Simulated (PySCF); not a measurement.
**A small calculation by hand: chemical shift, span and skew from a shielding tensor**

CH7ClN2Si, SMILES N[Si@H](CN)Cl. Atoms are numbered in the order given.

```xyz
12

N     -2.2283    -1.2344     0.7420
C     -1.5226    -0.3379    -0.1839
Si     0.2223     0.0970     0.3833
N      1.1105    -1.3740     0.5586
Cl     1.0606     1.4443    -1.0022
H     -2.3911    -0.7643     1.6334
H     -1.6379    -2.0388     0.9594
H     -2.1128     0.5820    -0.3332
H     -1.4704    -0.8061    -1.1842
H      0.2455     0.7621     1.7123
H      1.9482    -1.3823     1.1341
H      1.2368    -1.9766    -0.2511
```

Geometry optimised at B3LYP-D3(BJ)/def2-SVP. The structure was generated by enumeration; whether it is a known compound was not checked. Other conformers were not sampled.

GIAO shieldings from PBE/pcSseg-1 in PySCF, non-relativistic, no solvent. The symmetric part of the tensor of N1 has the principal values 195.8, 243.6, 272.6 ppm. The same nucleus in NH3 has σ = 267.0 ppm at this level (PySCF, at its B3LYP-D3(BJ)/def2-TZVP geometry). Without spin–orbit terms, shifts of atoms bonded to Cl or Br come out too high.

Problem. Work out the isotropic shielding, the ¹⁵N shift against NH3, the span and the skew.

Solution. 
σ(iso) = (σ11 + σ22 + σ33)/3 = 237.3 ppm. δ = σ(ref) − σ(iso) = 267.0 − (237.3) = 29.7 ppm.
Span Ω = σ33 − σ11 = 76.8 ppm. Skew κ = 3(σ(iso) − σ22)/Ω = -0.24. Tumbling in solution averages the tensor to δ; in a static solid the shielding alone would spread this spin-1/2 line over Ω.
